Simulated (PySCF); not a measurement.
Tc (technetium, neutral) across methods

[Kr] 4d6 5s1, high-spin 6D determinant (an excited configuration). Computed with PySCF 2.14 in x2c-TZVPPall (8s6p6d2f1g, 79 functions), with the spin-free X2C one-electron Hamiltonian (Gaussian nucleus). The B2PLYP total includes its PT2 part (frozen core); its orbital energies are those of the SCF part.

| method | E (hartree) | mean ε 4d α (eV) | mean ε 5s α (eV) | mean ε 4d β (eV) | Σ⟨r²⟩ (bohr²) | ⟨S²⟩ |
| --- | --- | --- | --- | --- | --- | --- |
| LDA | -4280.39 | -5.475 | -4.885 | -3.067 | 53.91 | 8.752 |
| UHF | -4283.02056 | -10.545 | -6.491 | -6.888 | 54.24 | 8.755 |
| r2SCAN0 | -4285.26 | -7.007 | -5.480 | -4.183 | 53.23 | 8.753 |
| BHandHLYP | -4285.25 | -7.968 | -5.603 | -5.351 | 53.77 | 8.754 |
| PBE | -4284.89 | -5.358 | -4.663 | -2.968 | 53.97 | 8.752 |
| r2SCAN | -4285.28 | -5.650 | -4.913 | -2.983 | 53.39 | 8.753 |
| B2PLYP | -4284.72 | -8.027 | -5.626 | -5.225 | 53.96 | 8.754 |
| PBE0 | -4284.95 | -6.765 | -5.238 | -4.136 | 53.58 | 8.752 |

Task: Estimate the same row for B97-3.

Result: E (hartree) = -4284.96; mean ε 4d α (eV) = -6.670; mean ε 5s α (eV) = -5.041; mean ε 4d β (eV) = -4.243; Σ⟨r²⟩ (bohr²) = 53.55; ⟨S²⟩ = 8.754.
